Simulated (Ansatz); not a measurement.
Start from `[F][GeH]([F])[Cl]` and change one atom or group to get `[F][Ge]([F])([Cl])[Cl]`.

Ansatz, PBE0-D4/def2-TZVP geometries, multiplicity 1. 

Scalar relativity is left out up to krypton.

```csv
property,`[F][GeH]([F])[Cl]`
HOMO energy (B3LYP/def2-TZVPP) / eV,-9.71
LUMO energy (PBE/def2-TZVPP) / eV,-1.84
HOMO–LUMO gap (PBE/def2-TZVPP) / eV,6.67
size of the dipole moment (PBE/def2-TZVPP) / D,2.02
HOMO energy (PBE/def2-TZVPP) / eV,-8.51
HOMO–LUMO gap (PBE0/def2-TZVPP) / eV,9.22
```

(1) Give the same properties after the change, and the shifts. (Best estimate.)

Results:

(1) Computed: 
| property | `[F][Ge]([F])([Cl])[Cl]` | shift |
| --- | --- | --- |
| HOMO energy (B3LYP/def2-TZVPP) / eV | -9.84 | -0.13 |
| LUMO energy (PBE/def2-TZVPP) / eV | -2.94 | -1.10 |
| HOMO–LUMO gap (PBE/def2-TZVPP) / eV | 5.70 | -0.97 |
| size of the dipole moment (PBE/def2-TZVPP) / D | 1.13 | -0.89 |
| HOMO energy (PBE/def2-TZVPP) / eV | -8.64 | -0.13 |
| HOMO–LUMO gap (PBE0/def2-TZVPP) / eV | 8.25 | -0.97 |

With PBE0 the HOMO falls by 0.14 eV and the LUMO falls by 1.11 eV, so the gap narrows by about 0.97 eV. PBE moves the HOMO by -0.13 eV and ωB97M-V by -0.13 eV. Dipoles are sizes alone; their direction can turn.

B3LYP here is the variant with VWN-RPA as its local correlation; programs differ in this.
